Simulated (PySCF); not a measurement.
H6O4W, SMILES [OH][WH2]([OH])([OH])[OH], multiplicity 1. Geometry optimised at PBE-D3(BJ)/def2-SVP. The multiplicity is an assumed one; no other spin state was optimised. The structure was generated by enumeration; whether it is a known compound was not checked. The def2 effective core potentials stand for the cores of W; spin–orbit coupling is left out. One conformer was computed; it need not be the lowest.

All values below come from PySCF with PBE-D3(BJ)/def2-SVP.

Harmonic wavenumbers (cm⁻¹): 84, 139, 179, 187, 227, 368, 393, 398, 453, 510, 580, 600, 636, 639, 673, 684, 715, 784, 873, 923, 1058, 1930, 1962, 3748, 3751, 3768, 3770. Rotational constants (GHz): 3.703, 3.122, 2.125; symmetry number 2.

Question: Work out the zero-point energy and the ideal-gas rigid-rotor harmonic-oscillator thermochemistry at 298.15 K and 1 atm.

Answer: ZPE = ½ Σ hcν = ½ × 30032 cm⁻¹ = 42.93 kcal/mol. H − E(el) = 48.92 kcal/mol. Entropy in cal/(mol K): translation 42.50, rotation 25.59, vibration 20.84, total 88.93. G − E(el) = 22.40 kcal/mol. Cp = 33.02 cal/(mol K). Modes under 150 cm⁻¹ make the vibrational entropy uncertain.
